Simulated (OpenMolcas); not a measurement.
An atom or ion with 31 electrons was computed by SS-RASPT2, IPEA 0.25 Eh, imaginary shift 0.1 Eh with spin-orbit coupling (OpenMolcas, ANO-RCC-VQZP, DKH2). The lowest levels that the run gave, each within 12 % of the measured value where one is at hand:

```tsv
J	Parity	E (cm⁻¹)	g
1/2	odd	0.0	0.666
3/2	odd	5506	1.334
3/2	even	176080	0.800
5/2	even	176535	1.200
1/2	even	213071	2.002
```

Question: Which ion is it, and what are the configurations and terms?

Answer: Br4+ (Z = 35, charge +4; active space 1 electron in 9 orbitals (RAS2 4p; RAS3 4d 5s, at most 1 electron)). J, parity and g give the terms where levels are pure, and mixed ones are named by the computed weights; the size of the splittings, set against known spectra of the 31-electron sequence, gives the charge. In order, with the measured energies in cm⁻¹ (Moore, Atomic Energy Levels, vol. II, NSRDS-NBS 35 (1971 reprint of NBS Circular 467, 1952)): 4s² 4p ²P°_1/2, 4s² 4p ²P°_3/2 (6090), 4s² 4d ²D_3/2 (187970), 4s² 4d ²D_5/2 (188592), 4s² 5s ²S_1/2 (213510).

Over all roots computed the reference weight is 0.92 to 0.97; the roots of lowest weight are the least certain, and an intruder state may touch them. ANO sets are built for valence states and can reach diffuse excited orbitals poorly, and with the s shell closed the s pⁿ⁺¹ terms that mix with these levels are absent. With one active electron, CASPT2 adds the correlation within the correlated inactive shells and between them and that electron, and leaves the splitting within a term as the reference gives it. Measured partners are found by configuration, term and J. A level has none where our copy of the source lacks it or the pairing is in doubt (some pairs that miss far off the trend of their configuration count as doubtful), and it then counts in no deviation. Only configurations of the active space appear.

° marks odd parity.
